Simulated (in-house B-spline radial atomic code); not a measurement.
## Mg8+: [He] 2s2

Level of theory: non-relativistic wB97X, spin-polarised, spherical fractional occupations, point nucleus; calculated with a radial B-spline atomic code at the basis-set limit.

Screening seen three ways: the hydrogenic charge with the same mean radius, Z_r = [3n² - l(l+1)]/(2<r>), the one with the same energy, Z_e = n√(-2ε), and Slater's rules. Values are occupation-weighted means over spin.

```
shell  electrons   ε (eV)  <r> (bohr)    Z_r    Z_e  Slater
   1s          2  -1586.5      0.1296  11.57  10.80   11.70
   2s          2  -315.28      0.5722  10.49   9.63    9.95
```

The least bound orbital is 2s at -315.3 eV, and it is also the most diffuse (<r> = 0.5722 bohr).
